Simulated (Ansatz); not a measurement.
**Reading a saddle point**

A first-order saddle point of BNH6SO2, closed shell, PBE0-D4/def2-TZVP, with one imaginary mode of 575i cm⁻¹:

```xyz
11
angstrom
B -0.5656 -0.1361 -0.3219
N 0.2166 1.1844 -0.1770
O -0.3161 -0.7497 -1.5046
O -1.6924 -0.3710 0.4109
H 0.9422 0.7157 0.5919
S 1.3009 -0.8191 1.5120
H 0.6917 1.4662 -1.0281
H -0.3144 1.9573 0.2089
H -0.7848 -1.5852 -1.5793
H -1.5438 -0.3454 1.3588
H 2.0658 -1.3170 0.5285
```

Ansatz 0.2.0; basis: def2-TZVPP and def2-QZVPP; cores frozen in the correlated methods. Extrapolation: Hartree–Fock as exp(−7.88 √X), correlation as X^−2.97.

Q: Which contacts change along the imaginary mode, and what lies on either side? (A judgement: the text doesn't fix the answer.)

A: The calculation gives: The step is BNH₄O₂ ([NH2][B]([OH])[OH]) + H₂S → BH₃SO₂ ([OH][B]([OH])[SH]) + NH₃ (still joined by a long B–N bond), with the molecules in contact on both sides. Shortening one way: B1–S6, N2–H5; lengthening the same way: B1–N2, H5–S6.
```json
{"pair": "B1–S6", "one side (Å)": "3.86", "saddle (Å)": "2.70", "other side (Å)": "1.95"}
{"pair": "N2–H5", "one side (Å)": "2.71", "saddle (Å)": "1.16", "other side (Å)": "1.01"}
{"pair": "B1–N2", "one side (Å)": "1.42", "saddle (Å)": "1.54", "other side (Å)": "1.65"}
{"pair": "H5–S6", "one side (Å)": "1.35", "saddle (Å)": "1.83", "other side (Å)": "2.92"}
```

Q: Which side is lower, and how far does the saddle lie above each? (An estimate is asked for; the value comes from the calculation.)

A: By the calculation: The side with B1–N2, H5–S6 short is lower by 24.6 kJ/mol; the saddle lies 118.7 kJ/mol above it and 94.0 kJ/mol above the other (CCSD(T) at an estimated basis limit (MP2 extrapolated from triple and quadruple zeta, plus CCSD(T) − MP2 in triple zeta); electronic energies).

T1 diagnostic: at most 0.013.

Labels in which every atom is bracketed show which atoms are joined, not bond orders.

For scale, one of the runs: CCSD(T)/def2-TZVPP, 250 basis functions, launched by `ansatz run in.yaml --threads 8 --pin off --events-out ev --progress --plain --max-ram 19148MiB`. Hardware: 8 CPU threads of an Arm Neoverse V1, shared host. Wall time 99 s; peak host memory 5.6 GiB.
